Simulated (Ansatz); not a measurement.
Mulliken charges of `[GeH3][S][SiH2]I` from B3LYP/def2-TZVPP in Ansatz (PBE0-D4/def2-TZVP geometry).

| atom | x (Å) | y (Å) | z (Å) | charge (e) |
| --- | --- | --- | --- | --- |
| Ge1 | 0.172 | 1.724 | -0.150 | 0.169 |
| S2 | 1.007 | 0.016 | 1.024 | -0.314 |
| Si3 | -0.144 | -1.519 | 0.123 | 0.322 |
| I4 | 0.525 | -3.632 | 1.126 | -0.132 |
| H5 | 0.908 | 2.960 | 0.374 | 0.024 |
| H6 | 0.448 | 1.504 | -1.645 | 0.011 |
| H7 | -1.340 | 1.830 | 0.098 | 0.010 |
| H8 | -1.594 | -1.330 | 0.369 | -0.045 |
| H9 | 0.105 | -1.600 | -1.337 | -0.045 |

Q: By hand: the dipole of these point charges (1 e Å = 4.8032 D).

A: Σ q r = (-0.322, 0.514, -0.420) e Å, of length 0.738 e Å = 3.54 D.

Q: How does the dipole of the full density compare? (Estimate.)

A: Computed: (-0.163, 0.351, -0.227) e Å, 2.16 D; the point charges give 1.64 times that, at 7° from its direction.

Point charges leave out the atoms' own dipoles, such as those of lone pairs, and Mulliken's split depends on the basis, so the two needn't agree.

B3LYP here is the variant with VWN-RPA as its local correlation; programs differ in this.
